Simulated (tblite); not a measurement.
**Question.** Give a GFN2-xTB geometry of InChI=1S/C5H10F2O2/c1-3-9-4-5(6,7)8-2/h3-4H2,1-2H3.

**Answer.** 
Z-matrix in Å and degrees, rows numbered from 1:
```
C 
C   1  1.5195
O   2  1.4225  1  108.04
C   3  1.3872  2  115.27  1  -165.79
C   4  1.5404  3  114.65  2   -67.71
F   5  1.3778  4  110.36  3    79.45
F   5  1.3651  4  111.05  3   -34.11
O   5  1.3406  4  109.67  3  -158.20
C   8  1.4320  5  115.76  4  -179.58
H   1  1.0863  2  109.81  3   178.42
H   1  1.0859  2  109.77  3   -61.39
H   1  1.0865  2  110.02  3    58.05
H   2  1.0997  1  110.64  3  -119.74
H   2  1.0973  1  110.10  3   120.53
H   4  1.1013  3  112.23  2    53.80
H   4  1.0917  3  106.80  2   173.86
H   9  1.0915  8  110.46  5   -61.20
H   9  1.0861  8  105.28  5   179.74
H   9  1.0916  8  110.55  5    60.67
```

The 2 C–C bonds span 1.520 Å (C1–C2, drawn single) to 1.540 Å (C4–C5, drawn single), a spread of 0.020 Å. The C–O distances run from 1.341 Å (C5–O8, drawn single) to 1.432 Å (O8–C9, drawn single), a spread of 0.091 Å. Of the pairs four or more bonds apart, F6···H19 is among the closest relative to their van der Waals radii: 2.47 Å, 92 % of the sum of Bondi's values. O8 (ether oxygen) is bent (angle 115.8°).

Structure optimised with GFN2-xTB, isolated species.

Point group: C1 (no symmetry element, even within 0.4 Å). Its GFN2-xTB frequencies are all real (lowest 38 cm⁻¹). One conformer, not necessarily the lowest (C1–C2–O3–C4 -166°, C2–O3–C4–C5 -68°, O3–C4–C5–F6 79°, C4–C5–O8–C9 180°). 3 starts were optimised and ended at 0.00, 0.90 and 1.16 kcal/mol (GFN2-xTB); the lowest of these is shown.

The run took 0.85 s wall on an Arm Neoverse N1 with one thread (shared host). That covers the optimisation of the geometry.

These are computed values.
